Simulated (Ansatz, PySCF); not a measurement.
Si(CCH)(Cl)2(H) (C2H2Cl2Si), SMILES C#C[SiH](Cl)Cl. Atoms are numbered in the order given.

```xyz
7

Si    -0.0238     0.5354     0.0000
Cl    -0.9394    -0.2281     1.6850
Cl    -0.9394    -0.2281    -1.6850
C      1.7266     0.0412     0.0000
C      2.9020    -0.2728     0.0000
H     -0.1715     2.0041     0.0000
H      3.9403    -0.5531     0.0000
```

Coordinates come from a B3LYP-D3(BJ)/def2-SVP optimisation.

Two levels are set side by side: PBE-D3(BJ)/def2-SVP (Ansatz, an electronic-structure program) and B3LYP-D3(BJ)/def2-SVP (Ansatz). Each level has its own optimised geometry; the coordinates shown are those of the second. Frequencies come from the Hessian of PySCF at each geometry. Differences are taken from unrounded values.

```csv
quantity,B3LYP-D3(BJ),PBE-D3(BJ),PBE-D3(BJ) minus B3LYP-D3(BJ)
mean bond length (Å),1.619,1.627,0.008
bond Si1–Cl2 (Å),2.064,2.069,0.005
bond Si1–Cl3 (Å),2.064,2.069,0.005
bond Si1–C4 (Å),1.819,1.823,0.005
bond C4–C5 (Å),1.217,1.228,0.012
bond Si1–H6 (Å),1.476,1.491,0.015
bond C5–H7 (Å),1.075,1.083,0.008
highest harmonic wavenumber (cm⁻¹),3454,3388,-66
mean harmonic wavenumber (cm⁻¹),930,900,-30
zero-point energy (kcal/mol),19.94,19.31,-0.64
```

GGA bonds tend to be longer and softer than those of functionals with exact exchange. Differences between two approximate levels are no errors against the true value.
